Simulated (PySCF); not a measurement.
# Radial density of Ni⁺ (nickel, charge +1)

LDA, [Ar] 3d9, 2D determinant. Calculation: PySCF 2.14, in cc-pVDZ (6s5p3d1f, 43 functions); the non-relativistic Hamiltonian (point nucleus).

```
r (bohr)  4πr²ρ (e/bohr)  4πr²(ρα − ρβ)
0.000960          0.1637         0.0000
 0.00161          0.4464         0.0000
 0.00271           1.188         0.0000
 0.00457           3.029         0.0000
 0.00768           7.201         0.0001
  0.0129           15.22         0.0002
  0.0217           26.44         0.0003
  0.0365           33.65         0.0005
  0.0615           29.17         0.0018
   0.103           28.51         0.0127
   0.174           38.20         0.0829
   0.293           22.61         0.3816
   0.492           17.95         0.9085
   0.828           17.31         0.8874
    1.39           4.808         0.3473
    2.34          0.7170         0.0531
    3.94         0.06612         0.0003
    6.63       0.0007387         0.0000
```
